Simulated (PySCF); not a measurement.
phosphorus nitride (NP), SMILES N#P. Atoms are numbered in the order given.

```xyz
2

N      0.0000     0.0000    -1.0105
P      0.0000     0.0000     0.4716
```

Geometry optimised at B3LYP-D3(BJ)/def2-TZVPD.

Two levels are set side by side: PBE/pcSseg-2 (PySCF) and HF/pcSseg-2 (PySCF). GIAO shifts against NH3 (¹⁵N), PH3 (³¹P) at the same level; non-relativistic, no solvent, atoms listed together averaged. Differences are taken from unrounded values.

| quantity | HF |
|---|---|
| δ(¹⁵N) of N1 (ppm) | 742.0 |
| δ(³¹P) of P2 (ppm) | 665.9 |

Q: What does PBE give, and how far is it from HF? (Estimate from the structure and the level; the computed values follow.)

A: 
| quantity | PBE | PBE minus HF |
|---|---|---|
| δ(¹⁵N) of N1 (ppm) | 670.3 | -71.7 |
| δ(³¹P) of P2 (ppm) | 604.5 | -61.4 |

Rough cost on one machine, each run with all the roots and properties that it gave: HF against PBE within a factor of 2.
